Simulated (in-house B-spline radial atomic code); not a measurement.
Inner levels of hafnium as electrons are removed. A shift is the extra binding of the orbital against the neutral atom ([Xe] 4f14 5d2 6s2). The density at the nucleus is averaged over the nuclear charge. Computed with a radial B-spline atomic code at the basis-set limit: Dirac-Hartree-Fock, average of the configuration, finite nuclei.

| ion | configuration | shift of 1s1/2 (eV) | radius of 1s1/2 (bohr) | Σ<r²> (bohr²) | change of density at nucleus (bohr⁻³) |
| --- | --- | --- | --- | --- | --- |
| Hf66+ | [He] 2s2 2p2 | 7238.46 | 0.018918 | 0.026349 | -30939 |
| Hf67+ | [He] 2s2 2p1 | ? | ? | ? | ? |
| Hf68+ | [He] 2s2 | 8195.29 | 0.018892 | 0.014798 | -29419.2 |
| Hf69+ | [He] 2s1 | 8629.82 | 0.018891 | 0.007827 | -100044 |
| Hf70+ | 1s2 | ? | ? | ? | ? |
| Hf71+ | 1s1 | 10437.6 | 0.018769 | 0.0004826 | -637684 |

**Question.** Fill in the row of Hf67+.

**Answer.** shift of 1s1/2 (eV): 7714.43; radius of 1s1/2 (bohr): 0.018905; Σ<r²> (bohr²): 0.020498; change of density at nucleus (bohr⁻³): -30173.6.

**Question.** Fill in the row of Hf70+.

**Answer.** shift of 1s1/2 (eV): 9067.68; radius of 1s1/2 (bohr): 0.018882; Σ<r²> (bohr²): 0.00097745; change of density at nucleus (bohr⁻³): -172042.
